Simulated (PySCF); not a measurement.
Ligands exchanged one at a time, Sn Cl-OH. All species are isolated molecules in the gas phase. One relaxed conformer stands for each flexible species; it need not be the lowest. Strings in code marks are SMILES.

Level of theory: PBE-D3(BJ)/def2-TZVP // r2SCAN-D4/def2-TZVP in PySCF. All candidates: neutral, multiplicity 1. Excitations are Tamm–Dancoff values on a coarser integration grid. The basis has no diffuse functions, so Rydberg states are missing or too high.

The S1 excitation (TDA) is 4.30 eV, the LUMO is -4.14 eV and the HOMO comes out as -8.31 eV.

Q: Say which member has these values.
A) `[OH][Sn]([OH])([OH])[OH]`
B) `[Cl][Sn]([Cl])([Cl])[Cl]`
C) `[OH][Sn]([OH])([OH])[Cl]`
D) `[OH][Sn]([Cl])([Cl])[Cl]`

A: B, `[Cl][Sn]([Cl])([Cl])[Cl]`. The others give `[OH][Sn]([Cl])([Cl])[Cl]`: 4.35 eV, -3.79 eV, -8.00 eV; `[OH][Sn]([OH])([OH])[Cl]`: 4.68 eV, -3.05 eV, -7.58 eV; `[OH][Sn]([OH])([OH])[OH]`: 4.88 eV, -2.68 eV, -7.38 eV
